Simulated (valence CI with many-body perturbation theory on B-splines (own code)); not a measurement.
## Forbidden lines of Cu XVI

Calculated by valence CI with perturbative core correlation (CI+MBPT): four valence electrons over a frozen Dirac-Fock core [Ne], radial functions for each j: 11 s, 11 p, 10 d, 8 f, 5 g, 2 h, with the one-electron correlation potential Σ1, the two-electron term Σ2, the three-electron term Σ3, Breit, model QED; selected CI, second order for the rest, scaled by the run's own slope (own B-spline code, finite nucleus).

No measured spectrum was set against this ion. As an estimate, levels of excited configurations hold to 0.05 to 0.15 % of their energy, terms of the ground configuration to about 0.5 %. Among the levels kept, up to 830 cm⁻¹ of a level comes from second order outside the variational space, and about a tenth of that is noise between levels of different J, which matters for small intervals.

Lines 1 to 12 of 12 in falling wavelength, among levels below 182.54 eV, chosen from the decays that carry over 1 % of a level's rate. Wavelengths and rates use the calculated energies, so an error of 200 cm⁻¹ moves a line at 2539 Å by 0.51 % and its rate by three times that or more. Electric multipoles are in the length gauge, E1 and E2 with the static RPA response of the core. S is in atomic units (e²a₀⁴ for E2 and M2, e²a₀⁶ for E3), for M1 in squared Bohr magnetons. Weak lines are less certain than strong ones. Lines between different terms over intervals too small for the method are left out, as are lines whose strength nearly cancels.

Names give the largest LS component (configuration and term), which can be under half, so a name can repeat, a term be missing and a line seem to break the LS rules; names also repeat where a configuration has a term twice.

| λ vac (Å) | Upper | Lower | Type | A (s⁻¹) | S (a.u.) |
| --- | --- | --- | --- | --- | --- |
| 7045 | 3s2 3p2 3P_2 | 3s2 3p2 3P_1 | M1 | 3.18e+01 | 2.06e+00 |
| 5381 | 3s2 3p2 3P_1 | 3s2 3p2 3P_0 | M1 | 1.09e+02 | 1.88e+00 |
| 5332 | 3s2 3p 3d 3F°_4 | 3s2 3p 3d 3F°_3 | M1 | 1.32e+02 | 6.66e+00 |
| 2539 | 3s2 3p2 1D_2 | 3s2 3p2 3P_2 | M1 | 3.65e+02 | 1.11e+00 |
| 1866 | 3s2 3p2 1D_2 | 3s2 3p2 3P_1 | M1 | 3.74e+02 | 4.50e-01 |
| 949.9 | 3s2 3p2 1S_0 | 3s2 3p2 3P_1 | M1 | 4.02e+03 | 1.28e-01 |
| 718.1 | 3s2 3p 3d 3F°_4 | 3s 3p3 3P°_2 | E2 | 2.01e+01 | 3.09e-02 |
| 531.2 | 3s2 3p 3d 3F°_4 | 3s 3p3 3D°_3 | M1 | 3.64e+01 | 1.82e-03 |
| 531.2 | 3s2 3p 3d 3F°_4 | 3s 3p3 3D°_3 | E2 | 8.29e+00 | 2.82e-03 |
| 513.2 | 3s2 3p 3d 3F°_4 | 3s 3p3 3D°_2 | E2 | 2.40e+01 | 6.86e-03 |
| 357.0 | 3s2 3p 3d 3F°_4 | 3s 3p3 5S°_2 | E2 | 1.24e+01 | 5.78e-04 |
| 206.6 | 3s2 3p 3d 3F°_4 | 3s2 3p2 1D_2 | M2 | 7.39e+01 | 2.23e-04 |
